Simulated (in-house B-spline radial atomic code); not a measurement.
## OLYP excitations of Zn²⁺

Method: OLYP. Computed with an all-electron radial atomic-structure program (B-spline basis): linear response of the closed shell [Ar] 3d10 with the functional's adiabatic kernel; non-relativistic, point nucleus, no spin-orbit coupling, no double excitations, S, P, D and F terms only. Only terms of natural parity with L up to 3 were computed.

Without relativity these are model numbers for so heavy an element.

Command:
```bash
python run_td.py task.json out
```
Settings (radii: box in bohr, nucleus in fm):
```
Z                        30
electrons                28
configuration            [Ar] 3d10
hamiltonian              nr
method                   optx,lyp
box_radius               29.48
intervals                55
```

Cost of the run: 1.3 s on 1 thread of Arm Neoverse N1, with other jobs on the host.

The lowest states, in the order of their Tamm-Dancoff energies; the method's threshold (minus the highest occupied level) is 31.15 eV. Labels give the largest channel, * marks a mixed state, and oscillator strengths are full-response dipole values. Semilocal kernels can invert the small singlet-triplet splittings of Rydberg terms. Energies in eV:

```tsv
state	full response	Tamm-Dancoff	oscillator strength
3d → 4s 3D	8.201	8.237	-
3d → 4s 1D	8.780	8.791	-
3d → 4p 3F	?	?	-
3d → 4p 3P	14.960	14.993	-
3d → 4p 1F	15.266	15.271	-
3d → 4p 1P	16.009	16.082	0.399
3d → 5s 3D	22.787	22.795	-
3d → 5s 1D	22.901	22.902	-
3d → 4d 3S	23.090	23.110	-
3d → 4d 3D	?	?	-
3d → 4d 1D	23.365	23.376	-
3d → 4d 1S	24.565	24.762	-
3d → 5p 3P	24.877	24.886	-
3d → 5p 3F	24.904	24.910	-
3d → 5p 1F	24.974	24.976	-
3d → 5p 1P	25.124	25.139	0.0404
3d → 6s 3D	26.960	26.962	-
3d → 6s 1D	26.998	26.998	-
```

(1) Where does 3d → 4p 3F lie?

(2) Where does 3d → 4d 3D lie?

(3) How large is the singlet-triplet splitting of 3d → 4s (D terms) in Tamm-Dancoff?

(4) What polarisabilities and dispersion coefficient does the method give?

Answers

(1) At 14.961 eV in full response, 14.983 eV in Tamm-Dancoff.

(2) At 23.167 eV in full response, 23.170 eV in Tamm-Dancoff.

(3) 0.554 eV, from the unrounded values.

(4) Dipole 2.823 bohr³, quadrupole 9.512 bohr⁵, C6 7.476 hartree·bohr⁶ for two such species.
